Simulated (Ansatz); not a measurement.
## 1,1-elimination that frees a divalent centre

Start structure (Si2H4F2, closed shell), relaxed at PBE0-D4/def2-TZVP:

Si1  (-0.747, -0.718, 0.607)
Si2  (0.707, 0.651, -0.616)
H3  (1.034, 0.189, -1.986)
F4  (0.081, 2.110, -0.746)
F5  (2.083, 0.803, 0.173)
H6  (-0.988, -0.132, 1.950)
H7  (-2.033, -0.836, -0.129)
H8  (-0.138, -2.067, 0.748)
(Å)

The step: Si₂H₄F₂ ([F][SiH]([F])[SiH3]) → SiF₂ + SiH₄; bonds formed: Si1–H3; bonds broken: Si1–Si2, Si2–H3. Ansatz 0.2.0; basis: def2-TZVPP and def2-QZVPP; cores frozen in the correlated methods. Extrapolation: Hartree–Fock as exp(−7.88 √X), correlation as X^−2.97. Energies below are by CCSD(T) at an estimated basis limit (MP2 extrapolated from triple and quadruple zeta, plus CCSD(T) − MP2 in triple zeta).

Question: What are the electronic barrier and the energy of the step, from the start structure to the end structure? (An estimate is asked for; the value comes from the calculation.)

Answer: Computed: Barrier 242.6 kJ/mol; step energy 126.8 kJ/mol (uphill); reverse barrier, their difference, 115.8 kJ/mol. Barrier and step energy count from the start structure, the reverse barrier from the end structure.

The saddle point: One imaginary mode of 515i cm⁻¹.
| pair | start (Å) | saddle (Å) | end (Å) |
| --- | --- | --- | --- |
| Si1–H3 | 3.27 | 1.73 | 1.49 |
| Si1–Si2 | 2.34 | 2.35 | 3.46 |
| Si2–H3 | 1.48 | 1.74 | 2.66 |

Zero-point energy (harmonic, PBE0-D4): ZPE is 103.6 kJ/mol at the start and 99.4 kJ/mol at the saddle, so the barrier goes from 242.6 to 238.3 kJ/mol.

First-order rate constant out of the start structure at 298 K by transition-state theory, with harmonic vibrational free energies alone and no tunnelling: ΔA‡ = 240.5 kJ/mol, so k = (kB T/h) exp(−ΔA‡/kB T) ≈ 10^-29 s⁻¹ (an order of magnitude at best: rotation, the number of equivalent paths and anharmonicity are left out).

The T1 diagnostic stays at or below 0.014. The restricted Hartree–Fock reference is unstable towards an unrestricted one at one or more of these structures.

Losses and insertions of silylenes and their heavier kin drive the gas-phase chemistry of silicon and germanium vapour deposition.

Labels in which every atom is bracketed show which atoms are joined, not bond orders.

For scale, one of the runs: CCSD(T)/def2-TZVPP, 202 basis functions, launched by `ansatz run in.yaml --threads 4 --pin off --events-out ev --progress --plain --max-ram 9574MiB`. Hardware: 4 CPU threads of an Arm Neoverse V2, shared host. Wall time 31 s; peak host memory 2.5 GiB.
